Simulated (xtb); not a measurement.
Input for xtb: GFN2-xTB on TcC, 2S+1 = 4, a spin state set in the input, which need not be the lowest, a point of a bond scan (R = 1.684 Å).

```
$ xtb mol.xyz --gfn 2 --sp --chrg 0 --uhf 3
2

Tc     0.00000000     0.00000000     0.00000000
C      0.00000000     0.00000000     1.68432200
```

**Question.** What total energy does the run end on?

**Answer.** -4.5384 hartree.
